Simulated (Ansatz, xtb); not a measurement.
# Two isomers of C4H8OSi

Structure X is `C=C[C@@]1([SiH3])CO1`, a singlet and structure Y is `C=C[C@@H]1O[C@@H]1[SiH3]`, a singlet. Both are isolated molecules in the gas phase, relaxed with r2SCAN-D4/def2-SVP; each stands in its lowest conformer found.

X (Å):

```xyz
14

C    -0.6648    2.5943   -1.3099
C    -0.3531    1.2982   -1.4304
C    -1.3154    0.1937   -1.1737
C    -1.6800   -0.1387    0.2271
O    -2.5734    0.5922   -0.5890
Si   -1.5432   -1.1302   -2.5160
H     0.0710    3.3767   -1.5139
H    -1.6711    2.8939   -1.0011
H     0.6500    0.9917   -1.7566
H    -0.2219   -1.7111   -2.9061
H    -2.4231   -2.2043   -1.9714
H    -2.1760   -0.5105   -3.7158
H    -1.2003    0.4388    1.0298
H    -1.9958   -1.1586    0.4920
```

Y (Å):

```xyz
14

C    -0.9140    2.6367   -0.1698
C    -0.3020    1.6913    0.5521
C     0.1267    0.3848   -0.0016
C    -0.8035   -0.7360   -0.3118
O    -0.2162    0.0863   -1.3388
Si   -2.6861   -0.6940   -0.1365
H    -1.1330    2.4691   -1.2289
H    -1.2098    3.5909    0.2744
H    -0.0587    1.8611    1.6089
H     1.1486    0.0795    0.2808
H    -0.3488   -1.7413   -0.2540
H    -3.2684   -1.4999   -1.2505
H    -3.2218    0.6920   -0.1973
H    -3.0611   -1.3357    1.1611
```

Quicker runs give these differences E(Y) − E(X): GFN2-xTB +0.78 kcal/mol; HF/STO-3G −0.72 kcal/mol (at GFN2-xTB geometries); r2SCAN-D4/def2-SVP//GFN2-xTB +0.81 kcal/mol.

Question: Which of the two would you expect CCSD(T)/def2-SVP + ΔMP2/def2-TZVPP electronic energies to favour?

Answer: Structure X; the calculation gives E(Y) − E(X) = +1.05 kcal/mol.

How the difference moves with the method:

```json
{"level": "GFN2-xTB", "geometry": "GFN2-xTB", "E(Y) − E(X) (kcal/mol)": "+0.78", "departure from the last row (kcal/mol)": "−0.26", "job, with rough time for the two": "optimisation, 0.21 s"}
{"level": "HF/STO-3G", "geometry": "GFN2-xTB", "E(Y) − E(X) (kcal/mol)": "−0.72", "departure from the last row (kcal/mol)": "−1.77", "job, with rough time for the two": "single point, 0.38 s"}
{"level": "r2SCAN-D4/def2-SVP//GFN2-xTB", "geometry": "GFN2-xTB", "E(Y) − E(X) (kcal/mol)": "+0.81", "departure from the last row (kcal/mol)": "−0.24", "job, with rough time for the two": "single point, 2.7 s"}
{"level": "r2SCAN-D4/def2-SVP", "geometry": "r2SCAN-D4/def2-SVP", "E(Y) − E(X) (kcal/mol)": "+0.80", "departure from the last row (kcal/mol)": "−0.25", "job, with rough time for the two": "optimisation, 52 s"}
{"level": "HF/def2-SVP", "geometry": "r2SCAN-D4/def2-SVP", "E(Y) − E(X) (kcal/mol)": "+0.75", "departure from the last row (kcal/mol)": "−0.30", "job, with rough time for the two": "part of the CCSD(T) run"}
{"level": "MP2/def2-SVP", "geometry": "r2SCAN-D4/def2-SVP", "E(Y) − E(X) (kcal/mol)": "+1.65", "departure from the last row (kcal/mol)": "+0.61", "job, with rough time for the two": "part of the CCSD(T) run"}
{"level": "CCSD(T)/def2-SVP", "geometry": "r2SCAN-D4/def2-SVP", "E(Y) − E(X) (kcal/mol)": "+1.29", "departure from the last row (kcal/mol)": "+0.25", "job, with rough time for the two": "single point"}
{"level": "CCSD(T)/def2-SVP + ΔMP2/def2-TZVPP", "geometry": "r2SCAN-D4/def2-SVP", "E(Y) − E(X) (kcal/mol)": "+1.05", "departure from the last row (kcal/mol)": "", "job, with rough time for the two": "single point, 36 s"}
```

As drawn, both hold the same kinds of bond in the same numbers.

HF/STO-3G puts the two in the other order. The largest departure from CCSD(T)/def2-SVP + ΔMP2/def2-TZVPP is that of HF/STO-3G, 1.77 kcal/mol. The last row adds to CCSD(T) the change of the MP2 difference between the two basis sets, here −0.25 kcal/mol.

With thermal terms from frequencies at re-optimised GFN2-xTB minima (ideal gas, soft modes damped towards free rotors, one conformer each, 298.15 K, 1 atm): on the last row, ΔE + ΔZPE = +1.11, ΔH = +1.09, ΔG = +1.02 kcal/mol.

The correlated steps freeze 10 core orbitals. Codes used: Ansatz 0.2.0, xtb 6.7.1; the last row on 2 threads of Intel(R) Xeon(R) 6975P-C (Granite Rapids) on a shared host.
